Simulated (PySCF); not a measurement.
## How methods differ on the ionisation energy of Tc

Tc [Kr] 4d5 5s2 (6S) → Tc⁺ [Kr] 4d5 5s1 (7S), as a difference of total energies. All numbers are calculated (PySCF 2.14, the spin-free X2C one-electron Hamiltonian (Gaussian nucleus), in x2c-SVPall (6s5p5d1f, 53 functions)). Correlated levels: valence: [Kr] frozen. The calculations carry no spin-orbit coupling.

| method | ionisation energy (eV) |
| --- | --- |
| UHF | 5.568 |
| TPSS | 6.839 |
| r2SCAN | 6.629 |
| MP2 (valence) | 6.480 |
| SCS-MP2 (valence) | 6.669 |

Errors of the correlated levels include the incompleteness of this basis and the frozen core.

MP2 underrates the near-degeneracy of ns² with np² in the lower species.

Which method comes closest to the reference value, and which is furthest?

The reference is 7.119 eV (measured; NIST Atomic Spectra Database, ionization energies). Closest: TPSS (error -0.280 eV); furthest: UHF (error -1.551 eV).
